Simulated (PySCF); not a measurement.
First SCF of a structure search on singlet HfN(OH), at a hand-made PBE0 minimum (heavy-atom frame) geometry. PySCF input:

```python
from pyscf import gto, scf, dft
mol = gto.M(atom='''
Hf     0.057300    -0.065823    -0.150910
N      1.273819     0.372989     1.021228
O     -1.654622     0.368459     0.706159
H     -1.672436     0.740066     1.589888''',
    basis={'Hf': 'def2-TZVP', 'N': 'def2-TZVP', 'O': 'def2-TZVP', 'H': 'def2-TZVP'},
    ecp={'Hf': 'def2-TZVP'},
    charge=0, spin=0)
mf = dft.RKS(mol, xc='PBE0')
mf.grids.atom_grid = (50, 194)
aux = {'Hf': 'def2-universal-JKFIT', 'N': 'def2-universal-JKFIT', 'O': 'def2-universal-JKFIT', 'H': 'def2-universal-JKFIT'}
mf = mf.density_fit(auxbasis=aux)
mf.conv_tol = 1e-08
mf.diis_space = 10
mf.max_cycle = 60
mf.init_guess = 'minao'
mf.verbose = 4
mf.kernel()
```

Excerpt of the output (cycles and frontier levels):

```
init E= -159.517817078099
  HOMO = -0.470832854230996  LUMO = -0.320216889579079  gap/eV = 4.09847
cycle= 1 E= -178.111386317731  delta_E= -18.6  |g|= 1.22  |ddm|=  7.5
  HOMO = -0.0607284019759379  LUMO = -0.0284688445981187  gap/eV = 0.87783
cycle= 2 E= -174.246780992652  delta_E= 3.86  |g|=  3.4  |ddm|= 3.07
  HOMO = -0.223519033344865  LUMO = -0.0722032363287184  gap/eV = 4.11751
cycle= 3 E= -178.202377860381  delta_E= -3.96  |g|= 0.932  |ddm|= 2.88
  HOMO = -0.180960914311687  LUMO = -0.10854132179109  gap/eV = 1.97064
cycle= 4 E= -178.416955698899  delta_E= -0.215  |g|= 0.291  |ddm|= 0.653
  HOMO = -0.213111985962459  LUMO = -0.117585494317336  gap/eV = 2.59941
cycle= 5 E= -178.429602784996  delta_E= -0.0126  |g|= 0.145  |ddm|= 0.284
  HOMO = -0.196640434529178  LUMO = -0.106422713473165  gap/eV = 2.45495
cycle= 6 E= -178.433525483711  delta_E= -0.00392  |g|= 0.0622  |ddm|= 0.137
  HOMO = -0.201798689553219  LUMO = -0.107101364716105  gap/eV = 2.57685
cycle= 7 E= -178.434253718859  delta_E= -0.000728  |g|= 0.0314  |ddm|= 0.0312
  HOMO = -0.204293153729769  LUMO = -0.107295461912521  gap/eV = 2.63944
cycle= 8 E= -178.434480094216  delta_E= -0.000226  |g|= 0.0108  |ddm|= 0.0199
  HOMO = -0.205377795023943  LUMO = -0.10745940209457  gap/eV = 2.66450
cycle= 9 E= -178.434512627317  delta_E= -3.25e-05  |g|= 0.00213  |ddm|= 0.0131
  HOMO = -0.205578417210692  LUMO = -0.107513216806833  gap/eV = 2.66849
cycle= 10 E= -178.434514252853  delta_E= -1.63e-06  |g|= 0.000396  |ddm|= 0.0031
  HOMO = -0.205636289584144  LUMO = -0.107525081296206  gap/eV = 2.66974
cycle= 11 E= -178.434514403334  delta_E= -1.5e-07  |g|= 0.000135  |ddm|= 0.00133
  HOMO = -0.205647547268519  LUMO = -0.107534561040229  gap/eV = 2.66979
cycle= 12 E= -178.434514438475  delta_E= -3.51e-08  |g|= 3.6e-05  |ddm|= 0.000905
  HOMO = -0.205655647605155  LUMO = -0.107537937191971  gap/eV = 2.66992
cycle= 13 E= -178.434514440927  delta_E= -2.45e-09  |g|= 7.98e-06  |ddm|= 0.000275
  HOMO = -0.205657844218191  LUMO = -0.107538061198884  gap/eV = 2.66998
Extra cycle  E= -178.434514440925  delta_E= 1.76e-12  |g|= 1.97e-05  |ddm|= 3.05e-05
converged SCF energy = -178.434514440925
```

No lower solution of this spin was found by a stability analysis within the restricted form, which does not test spin polarisation.

Spin–orbit coupling, left out here, can matter for elements this heavy.

The search for the lowest solution, with the stability check, took 6 s on 2 threads of a shared Arm Neoverse N1 host, with 108 basis functions; the process peaked at 0.37 GiB. Launch command: `OMP_NUM_THREADS=2 python axn.py task.json out`.
